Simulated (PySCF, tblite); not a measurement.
**Question.** What does the GFN2-xTB structure of `CC[C@@H]1C[C@@H]2C[C@H]1CC2` look like in three dimensions?

**Answer.** 
```
atom  x, y, z in Å
C1     3.0626   -0.2959    0.2391
C2     1.7122   -0.9803    0.4159
C3     0.5715   -0.2053   -0.2450
C4     0.2579    1.1404    0.4464
C5    -1.2328    1.0303    0.7806
C6    -2.0310    1.0697   -0.5279
C7    -1.7383   -0.3069   -1.1582
C8    -0.7749   -0.9464   -0.1524
C9    -1.3460   -0.4414    1.1718
H10    3.2916   -0.1736   -0.8176
H11    3.0638    0.6871    0.7038
H12    3.8516   -0.8907    0.6945
H13    1.7613   -1.9774   -0.0295
H14    1.5048   -1.1046    1.4807
H15    0.8404   -0.0489   -1.2939
H16    0.4712    1.9969   -0.1925
H17    0.8404    1.2496    1.3622
H18   -1.5687    1.7564    1.5199
H19   -1.7139    1.8923   -1.1679
H20   -3.0957    1.1919   -0.3271
H21   -1.2958   -0.2247   -2.1505
H22   -2.6486   -0.9010   -1.2467
H23   -0.6834   -2.0267   -0.2590
H24   -2.3723   -0.7636    1.3395
H25   -0.7387   -0.7030    2.0358
```

Orientation and origin are arbitrary. Atoms count from 1 in this order. The 5-membered ring C5–C6–C7–C8–C9 has internal angles of 93.9° to 103.1° (sum 503°, against 540° for a flat polygon); it is puckered, 0.26 Å rms from its mean plane, widest ring torsion 57°. The C–C distances run from 1.524 Å (C1–C2, drawn single) to 1.545 Å (C3–C4, drawn single), a spread of 0.021 Å. Of the pairs four or more bonds apart, H15···H21 is among the closest relative to their van der Waals radii: 2.31 Å, 96 % of the sum of Bondi's values. The 5-membered ring C3–C4–C5–C9–C8 has internal angles of 93.9° to 103.4° (sum 504°, against 540° for a flat polygon); it is puckered, 0.26 Å rms from its mean plane, widest ring torsion 56°.

Bonds between heavy atoms (Å): C1–C2 1.524, C2–C3 1.529, C3–C4 1.545, C4–C5 1.532, C5–C6 1.533, C6–C7 1.542, C7–C8 1.533, C8–C9 1.528, C3–C8 1.540, C5–C9 1.527.

Structure optimised with GFN2-xTB, isolated species.

Point group: C1 (no symmetry element, even within 0.4 Å). Its GFN2-xTB frequencies are all real (lowest 101 cm⁻¹). The numbers are those of one conformer (C1–C2–C3–C4 -68°). 2 starts were optimised and ended at 0.00 and 0.20 kcal/mol (GFN2-xTB); the lowest of these is shown.

All values are computed, not measured.
